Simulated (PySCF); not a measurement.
Excitations are Tamm–Dancoff values on a coarser integration grid. The basis has no diffuse functions, so Rydberg states are missing or too high.

Cartesian coordinates (Å):
```xyz
13

C      1.1263    -0.8380    -0.0247
C     -0.0471     0.0606    -0.4320
C     -1.3298    -0.3197     0.3168
C      0.2980     1.4981    -0.1290
O      0.3715     2.3846    -0.9386
H      1.3461    -0.7362     1.0411
H      0.8832    -1.8846    -0.2149
H      2.0302    -0.5914    -0.5834
H     -0.2117    -0.0094    -1.5092
H     -1.5804    -1.3647     0.1282
H     -1.2044    -0.1974     1.3957
H     -2.1735     0.2953     0.0006
H      0.4917     1.7028     0.9494
```
Charge 0, spin multiplicity 1.

Problem. Predict the HOMO–LUMO gap, S1–T1 gap (TDA) and LUMO from PBE-D3(BJ)/def2-TZVP // B3LYP-D3(BJ)/def2-TZVP in PySCF 2.14.0.

Solution. 
HOMO–LUMO gap: 3.87 eV
S1–T1 gap (TDA): 0.64 eV
LUMO: -1.85 eV
